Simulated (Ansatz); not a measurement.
Conformers of C₈H₁₆O, SMILES `CC(C)C(=O)C(C)(C)C`, each relaxed with PBE0-D4/def2-TZVP in Ansatz. CBS adds the triple-zeta coupled-cluster correction to the MP2 limit.

Not all of them had a frequency check.

Conformer A:

```xyz
25

C     1.535    0.779   -1.890
C     0.194    0.803   -1.164
C    -0.952    1.075   -2.132
C    -0.030   -0.546   -0.489
O    -0.097   -1.545   -1.163
C    -0.164   -0.596    1.032
C    -1.366    0.254    1.450
C     1.113   -0.034    1.662
C    -0.370   -2.035    1.481
H     2.367    0.625   -1.199
H     1.549   -0.030   -2.622
H     1.700    1.724   -2.413
H     0.215    1.592   -0.409
H    -0.790    2.019   -2.657
H    -1.913    1.135   -1.615
H    -1.015    0.273   -2.871
H    -2.291   -0.127    1.009
H    -1.476    0.221    2.537
H    -1.255    1.301    1.160
H     1.987   -0.625    1.376
H     1.294    1.005    1.378
H     1.028   -0.070    2.751
H    -0.466   -2.075    2.569
H    -1.270   -2.461    1.036
H     0.470   -2.664    1.183
```

Conformer B:

Z-matrix (Å, degrees):
```
C
C 1 1.532
H 1 1.092 2 110.0
H 1 1.092 2 112.6 3 120.3
H 1 1.093 2 110.1 3 -119.1
C 2 1.519 1 108.4 3 -179.7
C 2 1.518 1 110.9 3 58.0
H 2 1.094 1 108.1 3 -62.0
O 6 1.208 2 120.2 1 -95.3
C 6 1.539 2 120.7 1 82.2
H 7 1.093 2 110.2 1 -58.6
H 7 1.092 2 111.4 1 -178.9
H 7 1.091 2 110.6 1 61.6
C 10 1.524 6 114.3 2 11.3
C 10 1.532 6 106.8 2 -110.4
C 10 1.529 6 107.3 2 132.8
H 14 1.093 10 111.9 6 62.1
H 14 1.092 10 112.6 6 -60.1
H 14 1.093 10 109.3 6 -179.3
H 15 1.093 10 109.8 6 -174.9
H 15 1.093 10 111.7 6 65.4
H 15 1.091 10 110.4 6 -55.2
H 16 1.093 10 111.2 6 -65.3
H 16 1.090 10 110.6 6 55.0
H 16 1.093 10 109.9 6 175.2
```

Q: Which is lowest in electronic energy at CCSD(T)/CBS (frozen core, def2 sets), and by how much? (An estimate is asked.)

A: Computed: A; B lies 6.6 kJ/mol higher.

Q: Give the energies relative to A (kJ/mol) with PBE-D4/def2-TZVPP, r2SCAN-D4/def2-TZVPP, PBE0-D4/def2-TZVPP, ωB97M-V/def2-TZVPP, CCSD/def2-TZVPP, MP2/CBS(def2), CCSD/CBS(def2). (Estimate.)

A: The calculation gave: 
```csv
level,B
PBE-D4/def2-TZVPP,6.1
r2SCAN-D4/def2-TZVPP,6.6
PBE0-D4/def2-TZVPP,6.4
ωB97M-V/def2-TZVPP,6.3
CCSD/def2-TZVPP,6.8
MP2/CBS(def2),7.0
CCSD/CBS(def2),6.9
```
